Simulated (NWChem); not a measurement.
# Basis-set dependence for Ge

```
Ge
```
Charge 0, spin multiplicity 3.

Program: NWChem.

Hartree-Fock energies in Ha, correlation energies in mHa.

The Hamiltonian is non-relativistic. The correlated methods keep 9 core orbitals frozen. The Pople sets run with spherical d functions. No SCF solution was tested for a lower state. Open-shell Hartree-Fock references start from PBE0 orbitals. Coupled-cluster values serve here as a point of comparison, not as the truth.

| basis | functions | UHF | UMP2 | SCS-UMP2 | CCSD on ROHF | CCSD[T] on ROHF | CCSD(T) on ROHF | CCSD on UHF | CCSD[T] on UHF | CCSD(T) on UHF | CCSDT on ROHF |
|---|---|---|---|---|---|---|---|---|---|---|---|
| 6-31G* | 32 | -2075.03570 | -203.8 | -186.9 | -207.6 | -211.3 | -210.9 | -204.4 | -208.0 | -207.5 | -210.9 |
| def2-SVP | 32 | -2075.05805 | -171.4 | -158.0 | -180.0 | -185.2 | -184.6 | -176.6 | -181.7 | -181.0 | -184.6 |
| def2-TZVP | 48 | -2075.32100 | -182.1 | -168.4 | -192.5 | -199.9 | -199.2 | -188.8 | -195.9 | -195.2 | not run |
| def2-QZVP | 75 | -2075.36295 | -235.5 | -216.7 | -239.0 | -247.9 | -247.0 | -235.3 | -243.9 | -242.9 | not run |

From def2-TZVP to def2-QZVP the Hartree-Fock energy moves by -41.9 mHa and the UMP2 correlation energy by -53.3 mHa, which is 23 % of its value in the larger set.
